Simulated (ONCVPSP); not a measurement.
## Logarithmic derivatives: B, ONCV

ONCVPSP 4.0.1 input, shortened (lines: element, Z, core and valence counts, functional; n l f; lmax; l rc ep ncon nbas qcut; lloc lpopt rc5 dvloc0; l nproj debl; icmod fcfact rcfact), PBE, scalar-relativistic:

```
  B 5.00    1    2        4      upf
    1    0    2.00
    2    0    2.00
    2    1    1.00
    2
    0    1.70    0.00    4    8    4.20
    1    4.00    0.00    4    8    2.70
    2    3.00    0.41    4    7    3.40
    4    5    1.65    0.00
    0    2    0.15
    1    2    0.50
    2    2    1.40
    3    3.75    1.75
```

In the s channel the program set the typed energies aside and used -0.347, 0.250 Ha.

The phase is arctan(r·R′/R) of the radial function R(r), unwrapped; energies in Ha, scanned from -2 to 5 Ha. A pole is an energy at which the radial function vanishes at the test radius. The pseudo phase is shifted by a multiple of π to meet the all-electron one at the reference energy, and phase errors are pseudo minus all-electron; the curves can meet again beyond the range given. Levels narrower than the energy grid can be missing from the lists of poles.

```tsv
channel	radius (bohr)	reference energy (Ha)	poles, all-electron	poles, pseudo	unbroken range about the reference energy with phases within 0.05 rad	phase error 1 Ha above the reference energy (rad)
s	1.73	-0.35	1.17	1.17	below 3.4	-0.000
p	4.07	-0.13	-0.08, 0.85, 2.40, 4.58	-0.08, 0.85, 2.41, 4.83	below 1.5	-0.001
d	3.05	0.41	1.11, 3.42	1.11, 3.34	below 4.0	-0.000
```

Phases in the p channel:

| E (Ha) | all-electron | pseudo |
| --- | --- | --- |
| -1.98 | 1.428 | 1.428 |
| -1.80 | 1.420 | 1.419 |
| -1.62 | 1.410 | 1.410 |
| -1.44 | 1.398 | 1.398 |
| -1.26 | 1.383 | 1.383 |
| -1.08 | 1.364 | 1.364 |
| -0.90 | 1.338 | 1.337 |
| -0.72 | 1.299 | 1.299 |
| -0.54 | 1.233 | 1.233 |
| -0.36 | 1.074 | 1.073 |
| -0.18 | -0.415 | -0.416 |
| 0.00 | -1.818 | -1.818 |
| 0.18 | -2.555 | -2.557 |
| 0.36 | -4.114 | -4.114 |
| 0.54 | -4.507 | -4.507 |
| 0.72 | -4.647 | -4.647 |
| 0.90 | -4.736 | -4.737 |
| 1.08 | -4.827 | -4.829 |
| 1.26 | -4.990 | -4.991 |
| 1.44 | -5.793 | -5.761 |
| 1.62 | -7.417 | -7.396 |
| 1.80 | -7.668 | -7.660 |
| 1.98 | -7.755 | -7.751 |
| 2.16 | -7.806 | -7.803 |
| 2.34 | -7.843 | -7.841 |
| 2.52 | -7.877 | -7.875 |
| 2.70 | -7.914 | -7.913 |
| 2.88 | -7.965 | -7.966 |
| 3.06 | -8.061 | -8.066 |
| 3.24 | -8.402 | -8.419 |
| 3.42 | -10.282 | -10.255 |
| 3.60 | -10.753 | -10.735 |
| 3.78 | -10.862 | -10.847 |
| 3.96 | -10.913 | -10.899 |
| 4.14 | -10.944 | -10.930 |
| 4.32 | -10.968 | -10.952 |
| 4.50 | -10.988 | -10.969 |
| 4.68 | -11.006 | -10.984 |
| 4.86 | -11.025 | -10.998 |
